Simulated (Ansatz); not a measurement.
Compare A (`[SiH3][SiH]1NCN1`) with its isomer B (`N[SiH2]N1C[SiH2]1`).

Gas-phase electronic energies from Ansatz, PBE0-D4/def2-TZVP geometries. CCSD(T)/CBS adds triple-zeta CCSD(T) − MP2 to the extrapolated MP2 energy (def2 sets, frozen cores). DFT in def2-TZVPP. B3LYP here is the variant with VWN-RPA as its local correlation; programs differ in this. One conformer a species, not always the lowest.

(1) Which isomer does CCSD(T)/CBS put lower? Give the gap. (An estimate is asked.)

(2) Give E(B) − E(A) in kcal/mol with PBE0-D4, PBE-D4, MP2/def2-TZVPP, B3LYP, CCSD/def2-TZVPP, CCSD(T)/def2-TZVPP, B3LYP-D4. (Best estimate.)

Largest T1 diagnostic: 0.012.

Answers

(1) The calculation gave: B, by 16.5 kcal/mol.

(2) Ansatz gave: PBE0-D4 -12.7, PBE-D4 -12.8, MP2/def2-TZVPP -18.9, B3LYP -16.4, CCSD/def2-TZVPP -15.7, CCSD(T)/def2-TZVPP -15.9, B3LYP-D4 -16.3. None reverses the order clearly.
